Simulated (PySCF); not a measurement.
Spin states and ions at one geometry of [Hg(NH3)3]2+

PySCF 2.14.0, RKS TPSS, Hg def2-SVP with ECP60, N def2-SVP, H def2-SVP; non-relativistic Hamiltonian with scalar-relativistic core potentials where named; density fitting; no spin-orbit coupling; singlets restricted, open shells unrestricted. The geometry is relaxed for charge +2, singlet, vacuum:

```xyz
13

Hg    0.0000    0.0000    0.0000
N     2.2834    0.0023    0.0000
H     2.6700   -0.4778    0.8293
H     2.6700   -0.4778   -0.8293
H     2.6776    0.9567    0.0000
N    -1.1437    1.9764    0.0000
H    -0.9212    2.5512    0.8293
H    -0.9212    2.5512   -0.8293
H    -2.1673    1.8405    0.0000
N    -1.1397   -1.9787    0.0000
H    -1.7488   -2.0733    0.8293
H    -1.7488   -2.0733   -0.8293
H    -0.5103   -2.7973    0.0000
```

Energies count from the relaxed state; an electron taken off or put on is at rest in vacuum. Charges and spins are Mulliken's.

Order these states by energy, lowest first.
A. charge +2, triplet, vacuum
B. charge +3, doublet, vacuum
C. charge +1, doublet, vacuum
D. charge +2, singlet, vacuum

C (-9.52 eV), D (0.00 eV), A (4.51 eV), B (20.32 eV).

How do charge and spin on the first atom follow?


```
                     state  spin squared  charge on Hg1 (e)  spin on Hg1 (e)  dipole about the centre of mass (D)
charge +2, singlet, vacuum          0.00               0.75             0.00                                 0.00
charge +2, triplet, vacuum          2.00               0.43             0.84                                 1.56
charge +3, doublet, vacuum          0.76               0.97             0.12                                 1.67
charge +1, doublet, vacuum          0.75               0.19             0.61                                 0.00
```

With an electron taken off (doublet) the charges change, summed by element, by Hg +0.21 e, N +0.29 e, H +0.49 e. The vertical ionisation energy is 20.32 eV, against −ε(HOMO) = 17.29 eV of the relaxed state. The level lies 3.0 eV too high, as is usual for semilocal functionals and global hybrids, which keep a self-interaction error.

With an electron put on (doublet) the charges change, summed by element, by Hg -0.56 e, N +0.12 e, H -0.56 e. The vertical electron affinity is 9.52 eV, against −ε(LUMO) = 12.36 eV of the relaxed state.

Open shells may have lower solutions than those found. Hard to converge, so the more doubtful: charge +2, triplet, vacuum; charge +3, doublet, vacuum.

No frequency check is given that shows the relaxed geometry to be a minimum.
